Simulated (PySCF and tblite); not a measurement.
C₅H₆N₂S, numbered as in [CH3:1]/[CH:2]=[CH:3]/[c:4]1[cH:5][n:6][s:7][n:8]1.

Free energies: PBE0-D3(BJ)/6-311G** on GFN2-xTB structures plus GFN2-xTB thermal terms, symmetry and mirror images included. Conformers within 3 kcal/mol (GFN2-xTB free energy) were kept, 4 at most. GIAO shieldings: X3LYP/pcSseg-1. Shifts are against TMS (¹H), TMS (¹³C), NH3 (¹⁵N) at the same level. Programs: PySCF with density fitting and tblite.

**Question.** What shifts does this protocol give at 298.15 K under fast conformational exchange?

**Answer.** ¹H: 8.39 (H5, 1H), 7.40 (H2, 1H), 6.90 (H3, 1H), 2.18 (H1, 3H) ppm. ¹³C: 164.9 (C4), 151.7 (C5), 145.1 (C2), 129.2 (C3), 23.3 (C1) ppm. ¹⁵N: 413.3 (N6), 384.4 (N8) ppm.

**Question.** How do the conformers differ?

**Answer.** Torsions listed: C2–C3–C4–N8.
```tsv
conformer	shape	weight %
1	0°	61.5
2	180°	38.5
```

```csv
signal,1,2,average
H1,2.18,2.18,2.18
H2,7.72,6.89,7.40
H3,6.74,7.15,6.90
H5,8.19,8.71,8.39
C1,23.2,23.4,23.3
C2,147.1,141.8,145.1
C3,126.9,133.0,129.2
C4,164.6,165.3,164.9
C5,152.9,149.7,151.7
N6,413.6,412.9,413.3
N8,379.6,392.2,384.4
```

**Question.** Which signal moves most, for its nucleus, between 200 and 400 K through the change of populations alone?

**Answer.** H2: 7.44 ppm at 200 K, 7.41 ppm at 250 K, 7.40 ppm at 298.15 K, 7.39 ppm at 350 K, 7.38 ppm at 400 K.

Unscaled ¹⁵N shifts at such levels can be off by tens of ppm; differences between conformers or isomers are more reliable. Shifts are unscaled: against experiment ¹³C can be off by 15 ppm or more and ¹H by 0.8 ppm.


¹⁵N shifts are against a computed isolated NH3 molecule, about 20 ppm from the liquid.